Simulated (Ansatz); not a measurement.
CBrF$_{3}$, charge +1, doublet, at the geometry of the source list (a state made from the parent by changing its charge; the spin is typed, not shown lowest); Ansatz (an electronic-structure program) with B3LYP/STO-3G.

Input for Ansatz:
Ansatz 0.2 input:
```yaml
crystal:
  periodic: [false, false, false]
  atoms:
    - {symbol: F, position_ang: [-0.58660000, -0.60490000, -1.07020000]}
    - {symbol: C, position_ang: [-0.11260000, 0.00460000, -0.00080000]}
    - {symbol: F, position_ang: [-0.60050000, -0.58490000, 1.07350000]}
    - {symbol: F, position_ang: [-0.51680000, 1.26010000, -0.01510000]}
    - {symbol: Br, position_ang: [1.81660000, -0.07500000, 0.01250000]}
basis:
  gaussian:
    orbitals: STO-3G
    symmetry_tolerance_ang: 0.01
hamiltonian:
  xc: b3lyp
total_charge: 1
magnetization: {spin_polarized: true, initial_magnetization: 1}
```

Q: What does Ansatz print? Leave out banner, timings and long lists.

A: 
```
Functional definition: B3LYP
478 factors; integrals over basis functions are off by at most 3.0e-5 eV
mean field evaluation 1: about -78321.8348 eV, gradient 2.5e1 eV
mean field evaluation 2: about -78305.7780 eV, gradient 5.3e1 eV
mean field evaluation 4: about -78326.2274 eV, gradient 1.8e0 eV
mean field evaluation 8: about -78326.2790 eV, gradient 6.6e-2 eV
mean field evaluation 16: about -78326.2942 eV, gradient 2.0e-4 eV
mean field evaluation 32: about -78326.2960 eV, gradient 6.3e-3 eV
mean field evaluation 64: about -78326.2960 eV, gradient 3.3e-2 eV
mean field evaluation 96: about -78326.2947 eV, gradient 2.0e-2 eV
mean field evaluation 128: about -78326.2721 eV, gradient 3.2e-1 eV
mean field -78326.29604445 eV, -2878.4382881633 hartree, gradient 2.7e-6 eV, S^2 0.750592; 11 other end points of the search recorded, 0 dependent functions left out
reference -78326.29614420 eV, -2878.4382918291 hartree; 34, 33 occupied and 4, 5 virtual orbitals, 478 factors
Total energy: -78326.29614420 eV, -2878.4382918291 hartree
```
